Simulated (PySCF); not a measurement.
## C4H9NOSi2: full NMR table

| Property | Result |
| --- | --- |
| Formula | C4H9NOSi2 |
| SMILES | N#C[Si@H]1CC[SiH2]OC1 |
| Point group of the computed structure | C1 |
| Degrees of unsaturation | 3 |
| Carbon signals | 4 |
| Proton signals | 9 |

Molfile (atoms numbered from 1):
```
C4H9NOSi2
     RDKit          3D

 17 17  0  0  0  0  0  0  0  0999 V2000
   -0.1422    2.3899    3.2751 N   0  0  0  0  0  0  0  0  0  0  0  0
    0.1797    1.6951    2.4233 C   0  0  0  0  0  0  0  0  0  0  0  0
    0.7071    0.5356    1.0560 Si  0  0  1  0  0  4  0  0  0  0  0  0
   -0.5452   -0.8885    0.9239 C   0  0  0  0  0  0  0  0  0  0  0  0
   -0.3216   -1.7030   -0.3583 C   0  0  0  0  0  0  0  0  0  0  0  0
   -0.3817   -0.5998   -1.9151 Si  0  0  0  0  0  4  0  0  0  0  0  0
    0.5700    0.6941   -1.6993 O   0  0  0  0  0  0  0  0  0  0  0  0
    0.6128    1.5400   -0.5716 C   0  0  0  0  0  0  0  0  0  0  0  0
    2.0790    0.0932    1.3341 H   0  0  0  0  0  0  0  0  0  0  0  0
   -1.5627   -0.4859    0.9181 H   0  0  0  0  0  0  0  0  0  0  0  0
   -0.4827   -1.5427    1.7982 H   0  0  0  0  0  0  0  0  0  0  0  0
   -1.0637   -2.5008   -0.4133 H   0  0  0  0  0  0  0  0  0  0  0  0
    0.6507   -2.1966   -0.2965 H   0  0  0  0  0  0  0  0  0  0  0  0
    0.2644   -1.1906   -3.0747 H   0  0  0  0  0  0  0  0  0  0  0  0
   -1.7810   -0.2059   -2.1293 H   0  0  0  0  0  0  0  0  0  0  0  0
   -0.2730    2.1873   -0.5814 H   0  0  0  0  0  0  0  0  0  0  0  0
    1.4830    2.1906   -0.6992 H   0  0  0  0  0  0  0  0  0  0  0  0
  1  2  3  0
  2  3  1  0
  3  4  1  0
  4  5  1  0
  5  6  1  0
  6  7  1  0
  7  8  1  0
  8  3  1  0
  3  9  1  1
  4 10  1  0
  4 11  1  0
  5 12  1  0
  5 13  1  0
  6 14  1  0
  6 15  1  0
  8 16  1  0
  8 17  1  0
M  END
```

[PySCF 2.14: NMR shieldings at PBE0/pcSseg-1/GIAO; coordinates at the GFN2-xTB level; a single conformation; relativity neglected; isolated molecule]

References, each an isolated molecule treated in the same way: ¹H (31.72 ppm) and ¹³C (186.93 ppm) and ²⁹Si (349.16 ppm) vs TMS; ¹⁵N (267.73 ppm) vs NH3; ¹⁷O (336.08 ppm) vs H2O.

| carbon | δC, type | δH (multiplicity) | HMBC from (2–3 bonds) | span of the C tensor (ppm) |
| --- | --- | --- | --- | --- |
| C2 | 124.3, C | – | H9, H17, H16, H11, H10 | 342 |
| C4 | 8.2, CH2 | H10 1.46 (m); H11 1.80 (m) | H15, H14, H9, H17, H16, H13, H12 | 13 |
| C5 | 8.7, CH2 | H12 0.85 (m); H13 0.96 (m) | H15, H14, H9, H11, H10 | 16 |
| C8 | 56.0, CH2 | H16 4.23 (m); H17 4.43 (m) | H15, H14, H9, H11, H10 | 84 |

Other nuclei:
| atoms | nucleus | environment | δ (ppm) | σ (ppm) |
| --- | --- | --- | --- | --- |
| H15 | ¹H | hydrogen on a silicon bonded to C, O, in a 6-membered ring | 5.08 | 26.64 |
| H14 | ¹H | hydrogen on a silicon bonded to C, O, in a 6-membered ring | 4.76 | 26.96 |
| H9 | ¹H | hydrogen on a silicon bonded to 3 C, in a 6-membered ring | 4.50 | 27.22 |
| Si6 | ²⁹Si | silicon bonded to C, O, 2 H, in a 6-membered ring | -22.1 | 371.2 |
| Si3 | ²⁹Si | silicon bonded to 3 C, H, in a 6-membered ring | -62.6 | 411.7 |
| N1 | ¹⁵N | nitrile nitrogen | 365.7 | -97.9 |
| O7 | ¹⁷O | oxygen bonded to C, Si, in a 6-membered ring | -3.6 | 339.7 |

- Carbon types of the structure: 1 × C, 3 × CH2, leaving 3 H on heteroatoms.
- δC 124.3: nitrile carbon; this is the usual window of a C≡N carbon, which has no attached hydrogen.
- δC 56.0: sp3 CH2 bonded to O and Si; pulled downfield by the heteroatom.
- δC 8.7, 8.2: sp3 CH2 bonded to Si; an electropositive neighbour leaves it electron-rich and shielded.
- δH 5.08, 4.76: hydrogen on a silicon bonded to C, O, in a 6-membered ring.
- δH 4.43, 4.23: hydrogen on an sp3 CH2 bonded to O and Si; its carbon carries O, an electronegative neighbour.

Shifts are as computed. Against solution values, carbons near 30 ppm lie about +3 ppm off and those near 130 ppm about +5 ppm. Of 1211 compounds with measured shifts, 218 miss one by over three times the rms of a fit or turn the order of signals round; such compounds aren't used in these exercises. Experimental scales use liquid or dissolved standards, which lie at an offset from isolated NH3 (liquid NH3: subtract about 20 ppm) and H2O (liquid H2O: subtract about 36 ppm). Unscaled 15N shifts of sp2 nitrogen come out 20 to 40 ppm too high even then. No couplings were computed; multiplicities are counted from neighbouring protons, with m where these are inequivalent, close in shift, in a saturated or five-membered ring or joined by F or P, and br s for small geminal =CH2 splittings.
